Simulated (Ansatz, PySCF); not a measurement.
Process, species as SMILES: CNC + N (NH3) → 2 CN (CH5N)
Each molecule is optimised on its own at B3LYP-D3(BJ)/def2-TZVP (Ansatz, a program for electronic structure).

Quantity: bond separation energy (enthalpy at 298 K, with B3LYP-D3(BJ) rigid-rotor harmonic-oscillator terms from PySCF), in kcal/mol. Correlated levels leave the core frozen unless marked. No spin-orbit coupling. Non-relativistic. CBS marks a two-point X^-3 extrapolation of the correlation energy; Hartree-Fock from the larger set. The bracket is a focal-point correction in the basis named.

From measured enthalpies of formation at 298 K: 4.7 kcal/mol (CNC -3.8, ATcT 1.112; CN (CH5N) -5.0, ATcT 1.112; N (NH3) -10.9, ATcT 1.112). It holds spin-orbit effects, which the calculations lack, and core correlation, which the frozen-core levels lack.

```tsv
level	program	bond separation energy (kcal/mol)	error against measurement
RI-HF/aug-cc-pVQZ	Ansatz	3.0	-1.7
r2SCAN-D3(BJ)/def2-TZVPD	Ansatz + dftd3	4.6	-0.1
CAM-B3LYP-D4/def2-TZVPD	Ansatz + dftd4	4.2	-0.5
CAM-B3LYP/def2-TZVPD	Ansatz	3.8	-0.9
LC-wPBE-D4/def2-TZVPD	Ansatz + dftd4	4.2	-0.5
B2GP-PLYP-D4/def2-TZVPD	Ansatz + dftd4	4.5	-0.2
RI-MP2/aug-cc-pVQZ	Ansatz	5.0	0.3
SCS-MP2/6-31G	Ansatz	3.3	-1.4
SCS-MP2/aug-cc-pVDZ	Ansatz	4.5	-0.2
RI-MP2/CBS(aug-cc-pVTZ,aug-cc-pVQZ)+[CCSD(T)-MP2]/aug-cc-pVTZ	Ansatz	4.5	-0.2
```
